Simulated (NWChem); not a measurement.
Program: NWChem. System: H₄Ge, charge 1, spin multiplicity 2, at the geometry of a parent with another charge or spin, in a state set for the comparison that need not be this species' ground state. Its SCF solution wasn't tested for a lower state. Level: UHF/def2-TZVP.

NWChem printed:

```
             Northwest Computational Chemistry Package (NWChem) 7.3.0
             --------------------------------------------------------

                                NWChem Input Module
                                -------------------

 Scaling coordinates for geometry "geometry" by  1.889725989
 (inverse scale =  0.529177249)

 Turning off AUTOSYM since
 SYMMETRY directive was detected!

                             Geometry "geometry" -> ""
                             -------------------------

 Output coordinates in angstroms (scale by  1.889725989 to convert to a.u.)

  No.       Tag          Charge          X              Y              Z
 ---- ---------------- ---------- -------------- -------------- --------------
    1 Ge                  32.0000     0.00000000     0.00000000     0.00000000
    2 H                    1.0000     0.00000000    -1.26415800     0.89392600
    3 H                    1.0000     0.00000000     1.26415800     0.89392600
    4 H                    1.0000    -1.26415900     0.00000000    -0.89392500
    5 H                    1.0000     1.26415900     0.00000000    -0.89392500

 Effective nuclear repulsion energy (a.u.)      45.0038715510

            Nuclear Dipole moment (a.u.)
            ----------------------------
        X                 Y               Z
 ---------------- ---------------- ----------------
     0.0000000000     0.0000000000     0.0000037795

      Symmetry information
      --------------------

 Group name             C2v
 Group number             16
 Group order               4
 No. of unique centers     3

      Symmetry unique atoms

     1    2    4


 Summary of "ao basis" -> "" (spherical)
 ------------------------------------------------------------------------------
       Tag                 Description            Shells   Functions and Types
 ---------------- ------------------------------  ------  ---------------------
 *                         def2-tzvp                  on all atoms

 Summary of "ao basis" -> "ao basis" (spherical)
 ------------------------------------------------------------------------------
       Tag                 Description            Shells   Functions and Types
 ---------------- ------------------------------  ------  ---------------------
 Ge                        def2-tzvp                16       48   6s5p4d1f
 H                         def2-tzvp                 4        6   3s1p

                                 NWChem SCF Module
[...]
    62     -0.156757  4 H  s                 68     -0.156757  5 H  s

 Vector   19  Occ=0.000000D+00  E=-6.425742D-02  Symmetry=a1
              MO Center= -5.8D-14, -1.9D-12, -1.3D-05, r^2= 4.3D+00
   Bfn.  Coefficient  Atom+Function         Bfn.  Coefficient  Atom+Function
  ----- ------------  ---------------      ----- ------------  ---------------
    21      1.468944  1 Ge pz                51     -0.706470  2 H  s
    57     -0.706470  3 H  s                 63      0.706521  4 H  s
    69      0.706521  5 H  s                 18      0.153496  1 Ge pz

 Vector   20  Occ=0.000000D+00  E=-6.122113D-02  Symmetry=a1
              MO Center=  3.4D-17, -9.7D-17,  1.2D-05, r^2= 6.1D+00
   Bfn.  Coefficient  Atom+Function         Bfn.  Coefficient  Atom+Function
  ----- ------------  ---------------      ----- ------------  ---------------
     6      2.136212  1 Ge s                 51     -0.961680  2 H  s
    57     -0.961680  3 H  s                 63     -0.961641  4 H  s
    69     -0.961641  5 H  s                  5      0.406455  1 Ge s
     4     -0.216844  1 Ge s

 center of mass
 --------------
 x =   0.00000000 y =   0.00000000 z =   0.00000005

 moments of inertia (a.u.)
 ------------------
          23.007025382596           0.000000000000           0.000000000000
           0.000000000000          23.007043581461           0.000000000000
           0.000000000000           0.000000000000          23.006250719037

  Mulliken analysis of the total density
  --------------------------------------

    Atom       Charge   Shell Charges
 -----------   ------   -------------------------------------------------------
    1 Ge  32    31.85   2.00  2.00  1.16  0.80  0.86  0.60  5.98  4.43  1.56  1.41  0.85  8.91  1.10  0.04  0.12  0.02
    2 H    1     0.79   0.20  0.52  0.06  0.01
    3 H    1     0.79   0.20  0.52  0.06  0.01
    4 H    1     0.79   0.20  0.52  0.06  0.01
    5 H    1     0.79   0.20  0.52  0.06  0.01

  Mulliken analysis of the alpha density
  --------------------------------------

    Atom       Charge   Shell Charges
 -----------   ------   -------------------------------------------------------
    1 Ge  32    15.91   1.00  1.00  0.58  0.40  0.40  0.27  2.99  2.22  0.78  0.74  0.39  4.46  0.55  0.04  0.08  0.01
    2 H    1     0.52   0.13  0.34  0.04  0.01
    3 H    1     0.52   0.13  0.34  0.04  0.01
    4 H    1     0.52   0.13  0.34  0.04  0.01
    5 H    1     0.52   0.13  0.34  0.04  0.01

   Mulliken analysis of the beta density
   -------------------------------------

    Atom       Charge   Shell Charges
 -----------   ------   -------------------------------------------------------
    1 Ge  32    15.94   1.00  1.00  0.58  0.40  0.46  0.33  2.99  2.21  0.78  0.67  0.46  4.45  0.55  0.00  0.04  0.00
    2 H    1     0.26   0.07  0.17  0.02  0.00
    3 H    1     0.26   0.07  0.17  0.02  0.00
    4 H    1     0.26   0.07  0.17  0.02  0.00
    5 H    1     0.26   0.07  0.17  0.02  0.00

   Mulliken analysis of the spin density
   -------------------------------------

    Atom       Charge   Shell Charges
 -----------   ------   -------------------------------------------------------
    1 Ge  32    -0.03  -0.00 -0.00 -0.00  0.00 -0.06 -0.06  0.00  0.00 -0.00  0.07 -0.06  0.01 -0.00  0.04  0.03  0.01
    2 H    1     0.26   0.07  0.17  0.02  0.00
    3 H    1     0.26   0.07  0.17  0.02  0.00
    4 H    1     0.26   0.07  0.17  0.02  0.00
    5 H    1     0.26   0.07  0.17  0.02  0.00

       Multipole analysis of the density wrt the origin
       ------------------------------------------------

     L   x y z        total         alpha         beta         nuclear
     -   - - -        -----         -----         ----         -------
     0   0 0 0      1.000000    -18.000000    -17.000000     36.000000

     1   1 0 0     -0.000000     -0.000000     -0.000000      0.000000
     1   0 1 0      0.000000     -0.000000      0.000000      0.000000
     1   0 0 1     -0.000000     -0.000003     -0.000002      0.000004

     2   2 0 0    -11.800522    -12.820139    -10.394204     11.413821
     2   1 1 0      0.000000     -0.000000      0.000000      0.000000
     2   1 0 1      0.000000      0.000000      0.000000      0.000000
     2   0 2 0    -11.800527    -12.820131    -10.394200     11.413803
     2   0 1 1     -0.000000     -0.000000     -0.000000      0.000000
     2   0 0 2    -10.179386    -13.286536     -8.307439     11.414590

 Task  times  cpu:        2.0s     wall:        2.0s

 Total times  cpu:        2.0s     wall:        2.0s
```

Task: Write an NWChem input that would produce this output.

Result: Several could match; the one computed here: 
```
start mol
memory heap 200 mb stack 900 mb global 1100 mb
charge 1
geometry units angstroms nocenter noautoz
  Ge     0.000000     0.000000    -0.000000
  H      0.000000    -1.264158     0.893926
  H      0.000000     1.264158     0.893926
  H     -1.264159     0.000000    -0.893925
  H      1.264159     0.000000    -0.893925
  symmetry group C2v
end
basis spherical
  * library def2-tzvp
end
scf
  uhf
  nopen 1
  maxiter 100
  thresh 1e-7
  semidirect memsize 60000000 filesize 0
  # guess.movecs holds the orbitals of an unrestricted PBE0 run
  vectors input guess.movecs output mol.movecs
end
task scf energy
```
